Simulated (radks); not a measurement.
The numbers below are computed, except where a source is named.
Question: Ionisation of neutral iron, [Ar] 3d6 4s2, to Fe+, [Ar] 3d6 4s1, under several functionals. Scalar-relativistic Kohn-Sham, spin-polarised, spherical densities, finite nucleus; open shells are filled with parallel spins first; a radial shooting solver on a logarithmic mesh with Libxc functionals. The NIST Atomic Spectra Database gives 7.902 eV (measured). Rank these functionals by the error of their Delta-SCF ionisation energy: exchange-only r2SCAN; SOGGA; XLYP; AM05; revPBE; MS2 meta-GGA; r2SCAN; B86b exchange with PBE correlation; PBEsol; LDA (Slater exchange, Perdew-Wang correlation).

Answer: From best to worst: B86b exchange with PBE correlation 7.856 eV (-0.046); PBEsol 7.791 eV (-0.112); AM05 7.781 eV (-0.121); revPBE 7.720 eV (-0.182); MS2 meta-GGA 7.711 eV (-0.192); XLYP 8.105 eV (+0.202); r2SCAN 7.652 eV (-0.250); LDA (Slater exchange, Perdew-Wang correlation) 8.162 eV (+0.259); SOGGA 7.637 eV (-0.266); exchange-only r2SCAN 6.667 eV (-1.235). Open shells are spherical and high-spin; term and fine-structure splittings are not resolved.
